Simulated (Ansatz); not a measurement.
Ansatz (a quantum-chemistry and plane-wave program) input (HF/3-21G): The .json file is the Basis Set Exchange's 3-21G.

Ansatz 0.2 input:
```yaml
crystal:
  periodic: [false, false, false]
  atoms:
    - {symbol: Ge, position_ang: [0.00000000, 0.00000000, 0.00000000]}
    - {symbol: O, position_ang: [-0.00000000, -0.00000000, -1.62055826]}
    - {symbol: O, position_ang: [0.00000000, 0.00000000, 1.62055826]}
basis:
  gaussian:
    orbitals: 3-21G.json
hamiltonian:
  xc: {name: HF}
phonons: {temperatures: {t_min: 298.15, t_max: 298.15, t_step: 100}}
```

Output:

```
Functional definition: HF
integrals: 0.00 GiB planned
403 factors; integrals over basis functions are off by at most 7.2e-5 eV
mean field: 0.08 GiB planned
mean field evaluation 1: about -60244.8143 eV, gradient 5.1e1 eV
mean field evaluation 2: about -60244.8676 eV, gradient 5.2e1 eV
mean field evaluation 4: about -60250.4844 eV, gradient 1.5e0 eV
mean field evaluation 8: about -60250.5002 eV, gradient 1.4e-4 eV
mean field -60250.50021843 eV, -2214.1650437715 hartree, gradient 4.5e-5 eV, S^2 0.000000; 0 other end points of the search recorded, 0 dependent functions left out
the calculation of the forces begins
reference -60250.50021843 eV, -2214.1650437715 hartree; 24, 24 occupied and 17, 17 virtual orbitals, 403 factors
these checks for a lower state are left out or cut short: stability, starts, cluster_reference, orbital_swaps, neighbouring_geometries, increment
integrals: 0.00 GiB planned
403 factors; integrals over basis functions are off by at most 7.2e-5 eV
mean field: 0.08 GiB planned
mean field evaluation 16: about -60250.5002 eV, gradient 1.3e-3 eV
mean field -60250.50021848 eV, -2214.1650437732 hartree, gradient 3.5e-6 eV, S^2 0.000000; 0 other end points of the search recorded, 0 dependent functions left out
the calculation of the forces begins
reference -60250.50021848 eV, -2214.1650437732 hartree; 24, 24 occupied and 17, 17 virtual orbitals, 403 factors
these checks for a lower state are left out or cut short: stability, starts, cluster_reference, orbital_swaps, neighbouring_geometries, increment
integrals: 0.00 GiB planned
403 factors; integrals over basis functions are off by at most 7.2e-5 eV
mean field: 0.08 GiB planned
mean field evaluation 32: about -60250.5002 eV, gradient 3.5e-6 eV
mean field -60250.50021848 eV, -2214.1650437732 hartree, gradient 3.5e-6 eV, S^2 0.000000; 0 other end points of the search recorded, 0 dependent functions left out
the calculation of the forces begins
reference -60250.50021848 eV, -2214.1650437732 hartree; 24, 24 occupied and 17, 17 virtual orbitals, 403 factors
these checks for a lower state are left out or cut short: stability, starts, cluster_reference, orbital_swaps, neighbouring_geometries, increment
integrals: 0.00 GiB planned
403 factors; integrals over basis functions are off by at most 7.2e-5 eV
mean field: 0.08 GiB planned
mean field -60250.50021848 eV, -2214.1650437732 hartree, gradient 3.5e-6 eV, S^2 0.000000; 0 other end points of the search recorded, 0 dependent functions left out
the calculation of the forces begins
reference -60250.50021848 eV, -2214.1650437732 hartree; 24, 24 occupied and 17, 17 virtual orbitals, 403 factors
these checks for a lower state are left out or cut short: stability, starts, cluster_reference, orbital_swaps, neighbouring_geometries, increment
integrals: 0.00 GiB planned
403 factors; integrals over basis functions are off by at most 7.2e-5 eV
mean field: 0.08 GiB planned
mean field -60250.50021848 eV, -2214.1650437732 hartree, gradient 3.5e-6 eV, S^2 0.000000; 0 other end points of the search recorded, 0 dependent functions left out
the calculation of the forces begins
reference -60250.50021848 eV, -2214.1650437732 hartree; 24, 24 occupied and 17, 17 virtual orbitals, 403 factors
these checks for a lower state are left out or cut short: stability, starts, cluster_reference, orbital_swaps, neighbouring_geometries, increment
integrals: 0.00 GiB planned
403 factors; integrals over basis functions are off by at most 7.3e-5 eV
mean field: 0.08 GiB planned
mean field -60250.49994038 eV, -2214.1650335534 hartree, gradient 3.5e-6 eV, S^2 0.000000; 0 other end points of the search recorded, 0 dependent functions left out
the calculation of the forces begins
reference -60250.49994038 eV, -2214.1650335534 hartree; 24, 24 occupied and 17, 17 virtual orbitals, 403 factors
these checks for a lower state are left out or cut short: stability, starts, cluster_reference, orbital_swaps, neighbouring_geometries, increment
integrals: 0.00 GiB planned
403 factors; integrals over basis functions are off by at most 7.3e-5 eV
mean field: 0.08 GiB planned
mean field evaluation 64: about -60250.3840 eV, gradient 1.9e-3 eV
mean field -60250.49994038 eV, -2214.1650335534 hartree, gradient 3.5e-6 eV, S^2 0.000000; 0 other end points of the search recorded, 0 dependent functions left out
the calculation of the forces begins
reference -60250.49994038 eV, -2214.1650335534 hartree; 24, 24 occupied and 17, 17 virtual orbitals, 403 factors
these checks for a lower state are left out or cut short: stability, starts, cluster_reference, orbital_swaps, neighbouring_geometries, increment
integrals: 0.00 GiB planned
403 factors; integrals over basis functions are off by at most 7.2e-5 eV
mean field: 0.08 GiB planned
mean field -60250.50021844 eV, -2214.1650437719 hartree, gradient 3.5e-6 eV, S^2 0.000000; 0 other end points of the search recorded, 0 dependent functions left out
the calculation of the forces begins
reference -60250.50021844 eV, -2214.1650437719 hartree; 24, 24 occupied and 17, 17 virtual orbitals, 403 factors
these checks for a lower state are left out or cut short: stability, starts, cluster_reference, orbital_swaps, neighbouring_geometries, increment
integrals: 0.00 GiB planned
403 factors; integrals over basis functions are off by at most 7.2e-5 eV
mean field: 0.08 GiB planned
mean field -60250.50021844 eV, -2214.1650437719 hartree, gradient 3.5e-6 eV, S^2 0.000000; 0 other end points of the search recorded, 0 dependent functions left out
the calculation of the forces begins
reference -60250.50021844 eV, -2214.1650437719 hartree; 24, 24 occupied and 17, 17 virtual orbitals, 403 factors
these checks for a lower state are left out or cut short: stability, starts, cluster_reference, orbital_swaps, neighbouring_geometries, increment
integrals: 0.00 GiB planned
403 factors; integrals over basis functions are off by at most 7.2e-5 eV
mean field: 0.08 GiB planned
mean field evaluation 96: about -60250.5002 eV, gradient 1.2e-3 eV
mean field -60250.50021844 eV, -2214.1650437719 hartree, gradient 3.5e-6 eV, S^2 0.000000; 0 other end points of the search recorded, 0 dependent functions left out
the calculation of the forces begins
reference -60250.50021844 eV, -2214.1650437719 hartree; 24, 24 occupied and 17, 17 virtual orbitals, 403 factors
these checks for a lower state are left out or cut short: stability, starts, cluster_reference, orbital_swaps, neighbouring_geometries, increment
integrals: 0.00 GiB planned
403 factors; integrals over basis functions are off by at most 7.2e-5 eV
mean field: 0.08 GiB planned
mean field -60250.50021844 eV, -2214.1650437719 hartree, gradient 3.5e-6 eV, S^2 0.000000; 0 other end points of the search recorded, 0 dependent functions left out
the calculation of the forces begins
reference -60250.50021844 eV, -2214.1650437719 hartree; 24, 24 occupied and 17, 17 virtual orbitals, 403 factors
these checks for a lower state are left out or cut short: stability, starts, cluster_reference, orbital_swaps, neighbouring_geometries, increment
integrals: 0.00 GiB planned
403 factors; integrals over basis functions are off by at most 7.2e-5 eV
mean field: 0.08 GiB planned
mean field -60250.50006513 eV, -2214.1650381377 hartree, gradient 3.5e-6 eV, S^2 0.000000; 0 other end points of the search recorded, 0 dependent functions left out
the calculation of the forces begins
reference -60250.50006513 eV, -2214.1650381377 hartree; 24, 24 occupied and 17, 17 virtual orbitals, 403 factors
these checks for a lower state are left out or cut short: stability, starts, cluster_reference, orbital_swaps, neighbouring_geometries, increment
integrals: 0.00 GiB planned
403 factors; integrals over basis functions are off by at most 7.3e-5 eV
mean field: 0.08 GiB planned
mean field evaluation 128: about -60250.5001 eV, gradient 9.2e-7 eV
mean field -60250.50006896 eV, -2214.1650382786 hartree, gradient 3.5e-6 eV, S^2 0.000000; 0 other end points of the search recorded, 0 dependent functions left out
the calculation of the forces begins
reference -60250.50006896 eV, -2214.1650382786 hartree; 24, 24 occupied and 17, 17 virtual orbitals, 403 factors
WARN: phonons: modes at or below zero, which the zero-point energy, F, S and C_V leave out: 2, the lowest at -13.65 cm⁻¹ …
Total energy: -60250.50021843 eV, -2214.1650437715 hartree
Atom 0 at     0.000000     0.000000     0.000000 Å, force    -0.000000    -0.000000     0.000000 eV/Å
Atom 1 at    -0.000000    -0.000000    -1.620558 Å, force     0.000000     0.000000    -0.000415 eV/Å
Atom 2 at     0.000000     0.000000     1.620558 Å, force    -0.000000    -0.000000     0.000415 eV/Å
Dipole moment:     0.000000     0.000000    -0.000000 e Å
Vibrations: -13.65 -13.65 943.73 1043.69 cm⁻¹, zero-point energy 0.123204 eV
```

The blocks after the first are displaced geometries, from whose forces the wavenumbers follow.
